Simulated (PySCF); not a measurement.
**Structure elucidation problem**

An unknown has the formula C$_{2}$H$_{7}$B$_{3}$F$_{3}$N$_{3}$. Its calculated NMR data are:

$^{1}$H NMR (500 MHz, computed): δ 5.74 (br s, 2H), 4.83 (br, 2H), 4.78 (br, 1H), 3.65 (q, J = 8.5 Hz, 2H).

$^{13}$C{$^{1}$H} NMR (computed): δ 129.6 (C, q, J = 343.1 Hz), 56.4 (CH2, q, J = 33.7 Hz).

Theoretical values (PySCF 2.14): couplings computed with B3LYP/pcJ-1 (spin–dipole term only in couplings to heteroatoms), structure optimised with PBE0-D3(BJ)/def2-SVP, PBE0/pcSseg-1 with gauge-including orbitals. Single conformer, equivalent nuclei averaged, non-relativistic Hamiltonian, no solvent model.

References, each an isolated molecule treated in the same way: $^{1}$H and $^{13}$C vs TMS.

**Question.** Deduce the structure.

**Answer.** 
- 2 carbon signals for 2 carbons: no two carbons are equivalent.
- Carbon types of the structure: 1 × C, 1 × CH2, leaving 5 H on heteroatoms.
- δC 129.6: CF3 carbon; 3 electronegative neighbours deshield it.
- δC 56.4: sp3 CH2 bonded to N; deshielded by the electronegative neighbour.
- δH 5.74: hydrogen on a nitrogen bonded to 2 B, in a 6-membered ring; exchangeable, gas-phase position.
- δH 4.83, 4.78: hydrogen on a boron bonded to 2 N, in a 6-membered ring.
- δH 3.65: hydrogen on an sp3 CH2 bonded to N; its carbon carries N, an electronegative neighbour.

These data were computed for `InChI=1S/C2H7B3F3N3/c6-2(7,8)1-11-4-9-3-10-5-11/h3-5,9-10H,1H2`.

The shifts were computed for this structure.

Exchangeable OH/NH protons stand at their gas-phase positions; hydrogen bonding in a real sample shifts them, mostly to higher δ. Hydrogens on boron are broadened and split by $^{11}$B (spin 3/2, 80 %) and 10B (spin 3). Common functionals overestimate the size of one-bond C–F couplings by tens of Hz; these are unscaled. Multiplet labels drop couplings under 1 Hz and merge nearly equal ones. Couplings among chemically equivalent protons are left out too, so labels in AA′BB′ or AA′XX′ sets are apparent multiplicities. Shifts are as computed. Against solution values, carbons near 30 ppm lie about +2 ppm off and those near 130 ppm about +5 ppm. Of 1313 compounds with measured shifts, 239 miss one by over three times the rms of a fit or turn the order of signals round; such compounds aren't used in these exercises. Couplings to exchangeable protons are dropped.
